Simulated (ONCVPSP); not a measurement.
u(r) = r·R(r): atom against pseudo-atom (Pm)

Columns: radius, all-electron u(r) and pseudo u(r) of the 5s shell (level -48.13 eV) of promethium in the configuration [Kr] 4d10 4f5 5s2 5p6 6s1; LDA (Perdew-Zunger), scalar-relativistic, ONCV scheme, ONCVPSP 4.0.1.

| r (bohr) | all-electron | pseudo |
| --- | --- | --- |
| 0.118 | 0.0425 | 0.0672 |
| 0.235 | 0.2785 | 0.1411 |
| 0.353 | -0.2809 | 0.2283 |
| 0.470 | -0.5306 | 0.3288 |
| 0.588 | -0.3552 | 0.4418 |
| 0.705 | 0.0099 | 0.5590 |
| 0.822 | 0.3804 | 0.6723 |
| 0.940 | 0.6733 | 0.7728 |
| 1.058 | 0.8638 | 0.8504 |
| 1.175 | 0.9611 | 0.8988 |
| 1.292 | 0.9873 | 0.9160 |
| 1.410 | 0.9628 | 0.9030 |
| 1.528 | 0.9055 | 0.8637 |
| 1.645 | 0.8301 | 0.8049 |
| 1.763 | 0.7455 | 0.7325 |
| 1.880 | 0.6600 | 0.6544 |
| 1.998 | 0.5768 | 0.5749 |
| 2.115 | 0.4997 | 0.4993 |
| 2.232 | 0.4295 | 0.4295 |
| 2.350 | 0.3663 | 0.3663 |
| 2.468 | 0.3107 | 0.3106 |
| 2.585 | 0.2626 | 0.2626 |
| 2.702 | 0.2211 | 0.2211 |
| 2.820 | 0.1853 | 0.1852 |
| 2.938 | 0.1548 | 0.1547 |
| 3.055 | 0.1292 | 0.1291 |

(1) How many radial nodes do the two functions have?

(2) At about which radius was the pseudo-wave matched?

(3) Where does each function peak?

(4) Is the pseudo-wave norm-conserving?

## Answers

(1) The all-electron 5s function has n − l − 1 = 4 (the table is too coarse to show those close to the nucleus); the pseudo-wave has 0, since the states of the same l below it are removed with the core.

(2) 2.35 bohr. The columns agree to 0.0005 from 2.12 bohr on; several derivatives are matched, so the curves merge somewhat inside the radius.

(3) Outermost all-electron maximum near 1.29 bohr, pseudo maximum near 1.29 bohr (to the table’s step).

(4) Yes: the ONCV scheme keeps the norm inside the radius equal to the all-electron one, which fixes the energy derivative of the logarithmic derivative at the level.
